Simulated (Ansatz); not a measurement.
Which method gave which barrier?

Saddle point of GeH$_{7}$OF, closed shell (GeH₄ + H₂O + HF → GeH₄O ([OH][GeH3]) + HF + H₂; bonds formed: Ge1–O7, H2–H8, H6–F9; bonds broken: Ge1–H2, H6–O7, H8–F9), PBE0-D4/def2-TZVP structure:

```csv
atom,x (Å),y (Å),z (Å)
Ge1,-0.7418,-0.8271,-0.0712
H2,1.1212,-0.8189,-0.1527
H3,-0.6477,-1.6937,-1.3334
H4,-0.5540,-1.5280,1.2839
H5,-2.2176,-0.3032,-0.0383
H6,0.7006,1.3181,0.0303
O7,-0.2927,1.1042,-0.2795
H8,1.6292,-0.0212,0.1104
F9,1.9599,1.0772,0.3588
H10,-0.9572,1.6925,0.0915
```

Program: Ansatz 0.2.0. Basis: def2-TZVPP, with def2-QZVPP for the basis limit. Cores are frozen in the correlated methods. Filled d shells of the heavier atoms are correlated. The def2 sets are not built for correlating such inner shells, so the correlated values are less sure here. Extrapolation: Hartree–Fock as exp(−7.88 √X), correlation as X^−2.97. Four methods, as single points on the PBE0-D4 structures, gave these electronic barriers from the start structure: 0.845, 1.537, 1.744, 2.484 eV.

(1) The methods were, in alphabetical order, HF, MP2, PBE0-D4, SPW92. Which gave which? (A judgement: the text doesn't fix the answer.)

The T1 diagnostic stays at or below 0.013.

Answers

(1) Computed: SPW92 0.845; PBE0-D4 1.537; MP2 1.744; HF 2.484 eV. For comparison, CCSD(T) at an estimated basis limit (MP2 extrapolated from triple and quadruple zeta, plus CCSD(T) − MP2 in triple zeta) gives 1.856 eV.

Labels in which every atom is bracketed show which atoms are joined, not bond orders.

For scale, one of the runs: CCSD(T)/def2-TZVPP, 208 basis functions, launched by `ansatz run in.yaml --threads 4 --pin off --events-out ev --progress --plain --max-ram 9574MiB`. Time: 88 s of wall clock on 4 CPU threads of an Arm Neoverse V2; the host was shared. Peak host memory: 3 GiB.
